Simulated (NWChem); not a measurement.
System: SnN2H6; SMILES [SnH2]([NH2])[NH2]

Input file for NWChem:

```
start job
memory heap 200 mb stack 900 mb global 1100 mb
geometry units angstroms noautosym nocenter noautoz
  Sn     0.263986    -0.013221    -0.000360
  N     -0.856698    -1.715327     0.073758
  N     -0.954104     1.635157    -0.018362
  H      1.160329     0.110336     1.452361
  H      1.253624    -0.183761    -1.397580
  H     -1.642327    -1.642328     0.718096
  H     -1.232563    -1.988226    -0.832380
  H     -0.501068     2.472579     0.343783
  H     -1.332473     1.866996    -0.934859
end
basis spherical
  Sn library def2-svp
  N library def2-svp
  H library def2-svp
end
ecp
  Sn library def2-ecp
end
dft
  xc b3lyp
  iterations 150
end
property
  response 1 0.0773
end
task dft property
```

Output (shortened):

```
             Northwest Computational Chemistry Package (NWChem) 7.3.0
             --------------------------------------------------------

                             Geometry "geometry" -> ""
                             -------------------------

 Output coordinates in angstroms (scale by  1.889725989 to convert to a.u.)

  No.       Tag          Charge          X              Y              Z
 ---- ---------------- ---------- -------------- -------------- --------------
    1 Sn                  50.0000     0.26398600    -0.01322100    -0.00036000
    2 N                    7.0000    -0.85669800    -1.71532700     0.07375800
    3 N                    7.0000    -0.95410400     1.63515700    -0.01836200
    4 H                    1.0000     1.16032900     0.11033600     1.45236100
    5 H                    1.0000     1.25362400    -0.18376100    -1.39758000
    6 H                    1.0000    -1.64232700    -1.64232800     0.71809600
    7 H                    1.0000    -1.23256300    -1.98822600    -0.83238000
    8 H                    1.0000    -0.50106800     2.47257900     0.34378300
    9 H                    1.0000    -1.33247300     1.86699600    -0.93485900

 Effective nuclear repulsion energy (a.u.)     286.0312413724

                                 NWChem DFT Module
                                 -----------------

 Summary of "ao basis" -> "ao basis" (spherical)
 ------------------------------------------------------------------------------
       Tag                 Description            Shells   Functions and Types
 ---------------- ------------------------------  ------  ---------------------
 Sn                         def2-svp                10       26   4s4p2d
 N                          def2-svp                 6       14   3s2p1d
 H                          def2-svp                 3        5   2s1p

            General Information
            -------------------
          SCF calculation type: DFT
          Wavefunction type:  closed shell.
          No. of atoms     :     9
          No. of electrons :    42
           Alpha electrons :    21
            Beta electrons :    21
          Charge           :     0
          Spin multiplicity:     1
          Use of symmetry is: off; symmetry adaption is: off
          Maximum number of iterations: 150
          AO basis - number of functions:    84
                     number of shells:    40
          Convergence on energy requested:  1.00D-06
          Convergence on density requested:  1.00D-05
          Convergence on gradient requested:  5.00D-04

              XC Information
              --------------
                         B3LYP Method XC Potential
                     Hartree-Fock (Exact) Exchange  0.200
                        Slater Exchange Functional  0.800 local
                    Becke 1988 Exchange Functional  0.720 non-local
              Lee-Yang-Parr Correlation Functional  0.810
                  VWN I RPA Correlation Functional  0.190 local

             Grid Information
             ----------------
          Grid used for XC integration:  medium
          Radial quadrature: Mura-Knowles
          Angular quadrature: Lebedev.
          Tag              B.-S. Rad. Rad. Pts. Rad. Cut. Ang. Pts.
          ---              ---------- --------- --------- ---------
          Sn                  1.45      123           9.0       590
          N                   0.65       49          11.0       434
          H                   0.35       45          12.0       434
          Grid pruning is: on
          Number of quadrature shells:   491
          Spatial weights used:  Erf1

      Superposition of Atomic Density Guess
      -------------------------------------

 Sum of atomic energies:        -360.57978024

      Non-variational initial energy
      ------------------------------

 Total energy =    -325.783562
 1-e energy   =    -813.867240
 2-e energy   =     343.398237
 HOMO         =      -0.334834
 LUMO         =       0.020912

   convergence    iter        energy       DeltaE   RMS-Dens  Diis-err
 ---------------- ----- ----------------- --------- --------- ---------
 d= 0,ls=0.0,diis     1   -327.3070922814 -4.72D+02  1.64D-02  5.10D-01
 d= 0,ls=0.0,diis     2   -327.2496294822  5.75D-02  9.55D-03  1.03D+00
 d= 0,ls=0.0,diis     3   -327.3737659023 -1.24D-01  1.23D-03  2.05D-02
 d= 0,ls=0.0,diis     4   -327.3760869337 -2.32D-03  3.10D-04  4.59D-04
 d= 0,ls=0.0,diis     5   -327.3761245458 -3.76D-05  1.33D-04  1.79D-04
  Resetting Diis
 d= 0,ls=0.0,diis     6   -327.3761433532 -1.88D-05  3.77D-05  2.02D-05
 d= 0,ls=0.0,diis     7   -327.3761456417 -2.29D-06  1.47D-05  4.07D-07
 d= 0,ls=0.0,diis     8   -327.3761456403  1.41D-09  7.04D-06  4.53D-07

         Total DFT energy =     -327.376145640309
      One electron energy =     -817.101854007675
           Coulomb energy =      379.252446283951
    Exchange-Corr. energy =      -34.212178612067
 Nuclear repulsion energy =      144.685440695482

 Numeric. integr. density =       42.000029944631

                       DFT Final Molecular Orbital Analysis
                       ------------------------------------

 Vector   19  Occ=2.000000D+00  E=-3.215732D-01
              MO Center=  7.6D-01,  1.1D-02,  4.0D-01, r^2= 3.0D+00
   Bfn.  Coefficient  Atom+Function         Bfn.  Coefficient  Atom+Function
  ----- ------------  ---------------      ----- ------------  ---------------
    55      0.365845  4 H  s                 13      0.333376  1 Sn pz
    56      0.235551  4 H  s                 60     -0.233949  5 H  s
    61     -0.152304  5 H  s                 16      0.125451  1 Sn pz
    20      0.119564  1 Sn d  1              10     -0.118944  1 Sn pz
     7     -0.111106  1 Sn pz                31      0.101545  2 N  py

 Vector   20  Occ=2.000000D+00  E=-2.451362D-01
              MO Center= -7.8D-01, -9.7D-01,  8.5D-02, r^2= 3.1D+00
   Bfn.  Coefficient  Atom+Function         Bfn.  Coefficient  Atom+Function
  ----- ------------  ---------------      ----- ------------  ---------------
    31      0.375859  2 N  py                34     -0.314510  2 N  py
    30     -0.261535  2 N  px                44     -0.228001  3 N  px
    33      0.207754  2 N  px                47      0.193029  3 N  px
    29      0.188813  2 N  s                 32     -0.153545  2 N  pz
    28      0.138800  2 N  s                 14      0.133416  1 Sn px

 Vector   21  Occ=2.000000D+00  E=-2.428749D-01
              MO Center= -7.8D-01,  8.4D-01, -5.3D-02, r^2= 3.2D+00
   Bfn.  Coefficient  Atom+Function         Bfn.  Coefficient  Atom+Function
  ----- ------------  ---------------      ----- ------------  ---------------
    44      0.373130  3 N  px                47     -0.313436  3 N  px
    46     -0.283442  3 N  pz                49      0.235715  3 N  pz
    31      0.220400  2 N  py                61      0.206781  5 H  s
    43      0.200312  3 N  s                 34     -0.187477  2 N  py
    60      0.148276  5 H  s                 42      0.144333  3 N  s

 Vector   22  Occ=0.000000D+00  E= 8.091471D-03
              MO Center= -4.4D-01,  2.7D-01, -2.9D-01, r^2= 5.3D+00
   Bfn.  Coefficient  Atom+Function         Bfn.  Coefficient  Atom+Function
  ----- ------------  ---------------      ----- ------------  ---------------
    43      0.851626  3 N  s                  4     -0.706746  1 Sn s
    29      0.570443  2 N  s                  3     -0.494909  1 Sn s
    14      0.388907  1 Sn px                61      0.383952  5 H  s
    76     -0.350637  8 H  s                 81     -0.341427  9 H  s
    71     -0.263335  7 H  s                 34      0.240097  2 N  py

 Vector   23  Occ=0.000000D+00  E= 2.055463D-02
              MO Center=  2.2D-01,  1.5D-02, -6.2D-02, r^2= 5.9D+00
   Bfn.  Coefficient  Atom+Function         Bfn.  Coefficient  Atom+Function
  ----- ------------  ---------------      ----- ------------  ---------------
    15      0.956156  1 Sn py                29      0.834418  2 N  s
    43     -0.452048  3 N  s                 14      0.319527  1 Sn px
    71     -0.262526  7 H  s                 12      0.244828  1 Sn py
    66     -0.222269  6 H  s                 47     -0.219605  3 N  px
    56     -0.190225  4 H  s                 44      0.164115  3 N  px

 Vector   24  Occ=0.000000D+00  E= 4.342580D-02
              MO Center=  7.3D-01, -1.5D-02, -3.5D-02, r^2= 4.6D+00
   Bfn.  Coefficient  Atom+Function         Bfn.  Coefficient  Atom+Function
  ----- ------------  ---------------      ----- ------------  ---------------
    56      0.995388  4 H  s                 14     -0.873536  1 Sn px
    61      0.801038  5 H  s                  3     -0.742911  1 Sn s
     4     -0.655799  1 Sn s                 43     -0.429520  3 N  s
    11     -0.322121  1 Sn px                 2      0.216590  1 Sn s
    76      0.211315  8 H  s                 55      0.207435  4 H  s

     Multipole analysis of the density
     ---------------------------------

     L   x y z        total         alpha         beta         nuclear
     -   - - -        -----         -----         ----         -------
     0   0 0 0     -0.000000    -21.000000    -21.000000     42.000000

[...]

 DFT Linear Response polarizability / au
 Frequency  =       0.0773000 / au
 Wavelength =     589.4353558 / nm
              X              Y              Z
 -----------------------------------------------
 X      48.9896996     -0.0331664     -0.1430425
 Y      -0.0332074     54.7844602      0.8102905
 Z      -0.1430492      0.8102457     46.7877616
 -----------------------------------------------
 Eigenvalues =      48.9977533     54.8661199     46.6980483
 Isotropic   =      50.1873071
 Anisotropic =       7.2953328
 -----------------------------------------------

 Magnetic Dipole Response Matrix (nonzero elements):
```

Level: B3LYP/def2-SVP with def2 effective core potentials on Sn. Structure relaxed at the PBE0/def2-SVP level. def2 effective core potentials on Sn; no spin-orbit coupling.
